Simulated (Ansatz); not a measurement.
Coupled-cluster diagnostics for the cluster Na₅, Ansatz.

Geometry of the doublet (PBE/def2-SVP):

Cartesian coordinates in Å:
```
Na 2.480 1.243 -1.160
Na -0.997 1.290 -0.588
Na 0.664 0.366 2.043
Na 0.252 -1.550 -1.517
Na -2.400 -1.348 1.222
```

Correlated methods freeze 5 core orbitals; core or outer-core shells of Na are correlated, in sets that lack core-valence functions. In CCSD on the charge 0 doublet the largest single amplitude is 0.26, so its Hartree–Fock determinant may place the open shell otherwise than the density functionals do. Another isomer (doublet) lies 0.16 eV lower at PBE0/def2-TZVP; other spin states weren't run for this one.

**Question.** Estimate the CCSD(T) correlation energy, the shares of MP2 and (T), T1 and the reference's ⟨S²⟩ for: charge 0, doublet, own geometry in def2-SVP; and the rough time on 4 threads of Arm Neoverse V2 on a shared host.

**Answer.** 
```tsv
state	basis	correlation (eV)	MP2 share (%)	(T) share (%)	T1	⟨S²⟩ (pure)	wall time	remarks
charge 0, doublet, own geometry	def2-SVP	-1.987	59.9	6.6	0.058	1.65 (0.75)	13 s	large T1 (0.058), spin-contaminated (⟨S²⟩ 1.65)
```
Customary marks for T1 are 0.02 (closed shells), 0.045 (open shells) and about 0.05 (3d metals). T1 exceeds 0.02 in 1 of 1 rows and 0.045 in 1; the higher it lies, the less the single-reference result can be trusted.
